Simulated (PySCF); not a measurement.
Species: 3-methyl-2-pentanone, C6H12O.
SMILES: `CC[C@@H](C)C(C)=O`

Torsions of this conformer, `[CH3:1][CH2:2][C@@H:3]([CH3:4])[C:5]([CH3:6])=[O:7]`: C1–C2–C3–C4 174°, C2–C3–C5–C6 144°.

The closed-shell ground state was solved at several levels (PySCF, density fitting, gas phase, non-relativistic). One conformer (not necessarily the lowest) at the PBE0-D3(BJ)/def2-SVP geometry, without solvent, vibrations or thermal averaging.

```tsv
level	basis functions	total energy (Eh)	HOMO (eV)	LUMO (eV)	gap (eV)	dipole (D)
PBE0/pcSseg-1	179	-310.6868	-7.10	-0.34	6.76	2.72
wB97X-D/def2-SVPD	239	-310.7861	-9.08	1.40	10.48	2.85
B3LYP/pcJ-1	309	-311.1191	-6.86	-0.59	6.27	2.70
```

Q: What might CAM-B3LYP/pcSseg-1 (179 basis functions) give for the same quantities?

A: Total energy -310.8950 Eh, HOMO -8.55 eV, LUMO 0.91 eV, gap 9.46 eV, dipole 2.75 D.

Q: Over all these levels, which gives the widest orbital gap and which the narrowest?

A: wB97X-D/def2-SVPD (range-separated hybrid) has the widest, 10.48 eV, and B3LYP/pcJ-1 (global hybrid, 20 % exact exchange) the narrowest, 6.27 eV. Functional and basis both differ between the two, so the spread mixes both effects.

Q: How far do the dipole and the HOMO energy spread over the levels?

A: The dipole runs from 2.70 to 2.85 D (mean 2.76 D) and the HOMO from -9.08 to -6.86 eV.

wB97X-D is run here without its empirical dispersion term; that term would change no orbital, density or response property at a fixed geometry.
